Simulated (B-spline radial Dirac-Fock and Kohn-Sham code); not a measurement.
# Scattering functions of Re³⁵⁺

System: rhenium as Re³⁵⁺, configuration [Kr] 4d4.

The run's input, task.json:

```json
{"items": [{
  "Z": 75,
  "q": 35,
  "cfg": [[1, 0, 2], [2, 0, 2], [2, 1, 6], [3, 0, 2], [3, 1, 6], [3, 2, 10], [4, 0, 2], [4, 1, 6], [4, 2, 4]],
  "A": 187,
  "rrms": 5.3698,
  "do": ["scatter"],
  "s": [0.0, 0.05, 0.1, 0.15, 0.2, 0.25, 0.3, 0.35, 0.4, 0.45, 0.5, 0.6, 0.7, 0.8, 0.9, 1.0, 1.1, 1.2, 1.4, 1.6, 1.8, 2.0, 2.5, 3.0, 3.5, 4.0, 5.0, 6.0],
  "pz": [0, 0.1, 0.2, 0.3, 0.4, 0.5, 0.6, 0.8, 1.0, 1.2, 1.4, 1.6, 1.8, 2.0, 2.5, 3.0, 4.0, 5.0, 7.0, 10.0, 15.0, 20.0, 30.0, 40.0, 60.0, 100.0],
  "hv_scatter": [2000, 8047.8, 10000, 17479.3, 20000, 50000, 500000, 1000000]
}]}
```

Command: `python xray_run.py task.json out`

The computed values come from a radial B-spline solver: Dirac-Fock densities. f₀ is the Fourier transform of the spherical electron density, S the Waller-Hartree incoherent function, and s = sin θ/λ.

```csv
s (Å⁻¹),f₀,S
0,40.000,0.000
0.05,39.943,0.051
0.1,39.772,0.203
0.15,39.490,0.452
0.2,39.100,0.793
0.25,38.610,1.218
0.3,38.025,1.717
0.35,37.354,2.280
0.4,36.607,2.897
0.45,35.792,3.557
0.5,34.921,4.249
0.6,33.052,5.692
0.7,31.083,7.159
0.8,29.094,8.604
0.9,27.151,9.999
1,25.306,11.331
1.1,23.595,12.596
1.2,22.038,13.794
1.4,19.400,15.996
1.6,17.326,17.944
1.8,15.668,19.649
2,14.275,21.141
2.5,11.343,24.195
3,8.910,26.648
3.5,7.101,28.677
4,5.927,30.353
5,4.725,32.889
6,3.993,34.666
```

f₀ starts at the number of electrons, 40, and has fallen to half at s ≈ 1.35 Å⁻¹. The sum of ⟨r²⟩ over the electrons is 3.113 bohr².
